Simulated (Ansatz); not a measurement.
This geometry of AlF2HO + H2 (7 atoms, charge 0, multiplicity 1) is a first-order saddle point.

Method: Ansatz 0.2.0, RKS revPBE-D4/cc-pVDZ.

```xyz
7
Properties=species:S:1:pos:R:3
Al 0.026 0.259 0.023
O 0.010 -0.030 1.882
H -0.841 -0.330 2.269
F 1.482 -0.120 -0.768
F -1.495 -0.042 -0.688
H 0.074 1.887 0.748
H -0.018 1.223 1.559
```

Which two structures does it join? (They come from a converged band through this point; their orientation in space is the band's.)

Bonds broken: H6–H7. Bonds formed: Al1–H6, O2–H7. AlF2HO + H2 becomes AlF2H3O.

Initial state:

```xyz
7
Properties=species:S:1:pos:R:3
Al -0.036 -0.102 0.265
O -0.035 -0.594 1.935
H -0.909 -0.738 2.341
F 1.439 -0.046 -0.577
F -1.485 0.109 -0.606
H 0.139 2.228 0.466
H 0.125 1.990 1.202
```

Final state:

```xyz
7
Properties=species:S:1:pos:R:3
Al 0.074 0.558 -0.132
O -0.004 0.133 1.876
H -0.842 -0.372 1.975
F 1.433 -0.353 -0.639
F -1.465 -0.196 -0.354
H 0.156 2.149 -0.140
H -0.113 0.928 2.439
```

How far does it lie above each of them?

16.8 kcal/mol above the first and 18.3 kcal/mol above the second. This is the barrier of this one path; another mechanism may lie lower. The orbitals stay closed-shell, which can raise the energy where a bond breaks towards radicals; this wasn't checked here.

Run time: 83 s on 1 thread of Arm Neoverse V2, on a shared host, peak memory 0.14 GiB.
